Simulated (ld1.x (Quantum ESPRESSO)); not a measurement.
**Plane-wave convergence, TM potential for Ca**

calcium, norm-conserving Troullier–Martins (Kleinman–Bylander form), made with ld1.x (Quantum ESPRESSO) 7.5 (PBE, scalar-relativistic). Core [Ar], reference 3d0 4s1.75 4p0.25. Waves: 4p (bound): rc 2.80 bohr; 3d (bound, empty): rc 2.85 bohr; 4s (bound): rc 2.95 bohr. Local part: the s channel. Core correction: a·sin(br)/r model core inside 2.85 bohr.

The pseudo-atom Hamiltonian at the reference potential is diagonalised in spherical Bessel functions j_l(qr) that vanish at 20 bohr, with q² up to the cutoff. All-electron valence levels (Ry): 4p -0.1139, 3d -0.1637, 4s -0.2897.

How do the lowest levels (Ry) of each channel move with the cutoff, and are there ghosts?

| cutoff (Ry) | p #1 | p #2 | d #1 | s #1 | s #2 | f #1 | f #2 | Σ f·Δε (mRy) |
| --- | --- | --- | --- | --- | --- | --- | --- | --- |
| 8 | -6.0388 | -0.1013 | 0.0123 | -0.2892 | -0.0085 | 0.0871 | 0.2016 | 4.1 |
| 10 | -9.4537 | -0.1094 | 0.0066 | -0.2895 | -0.0086 | 0.0871 | 0.2016 | 1.4 |
| 12 | -11.5189 | -0.1126 | -0.0116 | -0.2897 | -0.0086 | 0.0871 | 0.2015 | 0.4 |
| 15 | -12.3934 | -0.1137 | -0.0574 | -0.2897 | -0.0086 | 0.0871 | 0.2015 | 0.1 |
| 18 | -12.4240 | -0.1138 | -0.1280 | -0.2897 | -0.0086 | 0.0871 | 0.2015 | 0.1 |
| 400 | -12.4898 | -0.1138 | -0.1637 | -0.2897 | -0.0086 | 0.0871 | 0.2015 | 0.0 |

Result: ghost state, extra bound levels that the all-electron valence spectrum of the same l lacks: p at -169.9 eV (a true bound ghost makes a file unfit for plane-wave use); 10 mRy is reached at 8 Ry and 1 mRy at 12 Ry.

The cutoffs count occupied waves only; the empty 3d level needs 25 Ry at the loose tolerance.
